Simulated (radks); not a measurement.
Q: The mean radii <r> (bohr) of the occupied orbitals of an atom or ion are listed with their occupations. Method: scalar-relativistic Kohn-Sham, exchange-only r2SCAN, spin-unpolarised, spherical densities, finite nucleus; meta-GGA in the generalised Kohn-Sham scheme; Fermi nuclear charge, rms radius of each element as measured or else 0.836 A^(1/3) + 0.57 fm; computed with a radial shooting solver on a logarithmic mesh with Libxc functionals.

| orbital | occ. | <r> |
|---|---|---|
| 1s | 2 | 0.01774 |
| 2s | 2 | 0.07489 |
| 2p | 6 | 0.06728 |
| 3s | 2 | 0.1937 |
| 3p | 6 | 0.1944 |
| 3d | 10 | 0.1763 |
| 4s | 2 | 0.4319 |
| 4p | 6 | 0.4591 |
| 4d | 10 | 0.4889 |
| 5s | 2 | 1.012 |
| 5p | 6 | 1.172 |
| 4f | 14 | 0.5565 |
| 5d | 6 | 1.754 |
| 6s | 1 | 2.831 |

Name the element and its charge.

A: Z = 76, osmium, charge +1: Os+ in [Xe] 4f14 5d6 6s1. The 1s radius gives Z: for a bare nucleus <r> = (2 gamma + 1)/(2Z) with gamma = sqrt(1 - (Z/c)^2), 0.01753 bohr for Z = 76, and screening makes it slightly larger (0.01774 here). The occupations add up to 75, and the charge is Z minus that.
